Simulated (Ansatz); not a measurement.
Ansatz (an electronic-structure program) input:
A basis named .json is the Basis Set Exchange file of that set.

Ansatz 0.2 input:
```yaml
crystal:
  periodic: [false, false, false]
  atoms:
    - {symbol: C, position_ang: [-0.67177232, -1.74697600, -0.02200708]}
    - {symbol: Si, position_ang: [0.00538955, -0.04826944, -0.19694206]}
    - {symbol: C, position_ang: [-1.03233025, 1.32414800, -0.81849250]}
    - {symbol: O, position_ang: [1.52705337, 0.10114095, -0.70868320]}
    - {symbol: O, position_ang: [0.14053453, 0.43232726, 1.62526188]}
    - {symbol: H, position_ang: [-1.63350819, -1.74248333, 0.49478578]}
    - {symbol: H, position_ang: [-0.83894423, -2.16673966, -1.01749872]}
    - {symbol: H, position_ang: [0.00804307, -2.42174440, 0.50311813]}
    - {symbol: H, position_ang: [-0.52513265, 2.28660463, -0.72550348]}
    - {symbol: H, position_ang: [-1.99148377, 1.37301351, -0.30126295]}
    - {symbol: H, position_ang: [-1.22894913, 1.16691531, -1.88200682]}
    - {symbol: H, position_ang: [2.16307572, -0.61539873, -0.79152247]}
    - {symbol: H, position_ang: [0.33145304, -0.22505025, 2.31338495]}
    - {symbol: H, position_ang: [0.52390450, 1.28987750, 1.87406259]}
basis:
  gaussian:
    orbitals: cc-pwCVTZ.json
total_charge: 1
magnetization: {spin_polarized: false}
correlation: {method: ccsd_t, electrons: outside_noble_gas}
```

Task: Which total energy does the run end on?

Result: -520.67221 Eh (CCSD(T)/cc-pwCVTZ).

It need not be the lowest isomer of its formula.
